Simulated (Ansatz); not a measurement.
`C[CH2][Sn][Cl]` + H–F → `[F][Sn][Cl]` + ethane at 500 K and 1 bar (ligand exchange at the Sn–C bond).

Program: Ansatz. Geometries: PBE0-D4/def2-TZVP. ΔE: electronic, gas phase. CCSD(T)/CBS adds triple-zeta CCSD(T) − MP2 to the extrapolated MP2 energy (def2 sets, frozen cores). This one scheme is used for every species. Elements past krypton have def2 core potentials. For Sn outer-core shells are correlated without core-valence functions, which leaves a few kJ/mol of doubt a bond. Each species was taken in one conformer, which may not be the lowest.

```tsv
species	CCSD(T)/CBS energy (Eh)	H − E (kJ/mol)	S (J/(mol·K))
`C[CH2][Sn][Cl]`	-752.96755	211.0	409.2
H–F	-100.39570	39.4	188.7
`[F][Sn][Cl]`	-773.69640	30.5	327.7
`CC`	-79.71954	220.5	259.9
```

H − E and S are ideal-gas, rigid-rotor, harmonic terms from PBE0-D4/def2-TZVP, for one conformer and one mirror image of each species. 1 Eh = 2625.50 kJ/mol, R = 8.31446 J/(mol·K).

**Question.** By hand: ΔE, ΔH, ΔS and ΔG.

**Answer.** ΔE = (-773.69640) + (-79.71954) − (-752.96755) − (-100.39570) = -0.05269 Eh = -138.3 kJ/mol. Δ(H − E) = 30.5 + 220.5 − 211.0 − 39.4 = 0.6, so ΔH = -137.7 kJ/mol. ΔS = 327.7 + 259.9 − 409.2 − 188.7 = -10.3 J/(mol·K). ΔG = -137.7 − 500 × (-10.3)/1000 = -132.5 kJ/mol.

**Question.** By hand: the equilibrium constant, and the temperature at which ΔG would vanish if ΔH and ΔS stayed fixed.

**Answer.** log₁₀ K = −ΔG/(RT ln 10) = 13.8. ΔG = 0 at ΔH/ΔS = 13369 K, far beyond where these terms or the molecules hold.

The number of gas molecules stays the same, so ΔS is small and ΔH decides. A doubt of 5 kJ/mol in ΔE shifts log₁₀ K by 0.5 here. Other conformers and mirror images would add mixing entropy, several J/(mol·K) or more a flexible species. Modes under 60 cm⁻¹, often nearly free rotors, make the harmonic entropy too high. These are equilibria of isolated gas molecules and say nothing of rates. Largest T1 diagnostic: 0.016 (customary marks: 0.02 for closed shells, 0.045 for open ones).
